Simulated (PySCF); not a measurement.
## Ni⁺: fine-structure interval

Ni⁺ [Ar] 3d9 [3d3/2^4 3d5/2^5, M_J = 5/2] → Ni⁺ [Ar] 3d9 [3d3/2^3 3d5/2^6, M_J = 3/2], as a difference of total energies. Computed with PySCF 2.14 in x2c-TZVPall-2c, with the two-component X2C-1e Hamiltonian. Correlated levels: [Ne] frozen; the 6 highest virtual spinors dropped. "Screened" scales the spin-orbit matrix elements by Boettger's factors to mimic the two-electron term; Breit and QED terms are absent.

```csv
method,fine-structure interval (cm⁻¹)
GHF (screened spin-orbit),1757.2
GMP2 (screened spin-orbit),1849.9
GHF (bare spin-orbit),2682.2
```

Errors of the correlated levels include the incompleteness of this basis and the frozen core.

For comparison: 1506.9 cm⁻¹ (measured; NIST Handbook of Basic Atomic Spectroscopic Data (Sansonetti and Martin, J. Phys. Chem. Ref. Data 34, 1559 (2005))).
